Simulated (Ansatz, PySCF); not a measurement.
Gas-phase reaction R1 → P1 + P2, each structure at its B3LYP-D3(BJ)/def2-TZVP stationary point, reached from a drawn start (curvature not checked).
R1: Cl4Se (SMILES Cl[Se](Cl)(Cl)Cl), charge 0, multiplicity 1.
P1: Cl2Se (SMILES Cl[Se]Cl), charge 0, multiplicity 1.
P2: Cl2 (SMILES ClCl), charge 0, multiplicity 1.

```
level                                reaction energy (kcal/mol)  minus CCSD(T)/CBS(def2-TZVPP, def2-QZVPP)
-----------------------------------  --------------------------  -----------------------------------------
HF/def2-SVP                                              -13.58                                     -25.54
HF/def2-TZVPP                                            -11.26                                     -23.23
HF/def2-QZVPP                                            -11.29                                     -23.26
PBE/def2-TZVPP                                            21.47                                       9.50
BLYP-D4/def2-TZVPP                                        23.10                                      11.13
revPBE-D4/def2-TZVPP                                      24.53                                      12.57
r2SCAN/def2-TZVPP                                         22.13                                      10.16
B3LYP/def2-TZVPP                                          11.30                                      -0.67
B3LYP-D3(BJ)/def2-TZVPP                                   17.10                                       5.13
B3LYP-D4/def2-TZVPP                                       16.77                                       4.81
CAM-B3LYP-D3(BJ)/def2-TZVPP                               10.04                                      -1.93
CAM-B3LYP-D4/def2-TZVPP                                   10.07                                      -1.89
B2PLYP-D3(BJ)/def2-TZVPP                                  15.11                                       3.14
MP2/def2-SVP                                               6.77                                      -5.20
MP2/CBS(def2-TZVPP, def2-QZVPP)                           18.54                                       6.57
SCS-MP2/def2-SVP                                           2.35                                      -9.62
SCS-MP2/def2-TZVPP                                         9.36                                      -2.61
SCS-MP2/def2-QZVPP                                        10.91                                      -1.06
CCSD/def2-QZVPP                                            5.05                                      -6.92
CCSD(T)/CBS(def2-TZVPP, def2-QZVPP)                       11.97                                       0.00
```

 The comparison column counts from a level with limits of its own.

P less R. No zero-point or thermal terms; no spin–orbit coupling.

Correlated levels freeze the cores. In cc and def2 sets filled d and f shells under p-block atoms count as core. CBS: X⁻³ extrapolation of the correlation energy, Hartree–Fock from the larger set.

Run with Ansatz (Gaussian orbitals); PySCF for the D3/D4 terms. No computed number here is a measurement.

Ansatz is an electronic-structure program.
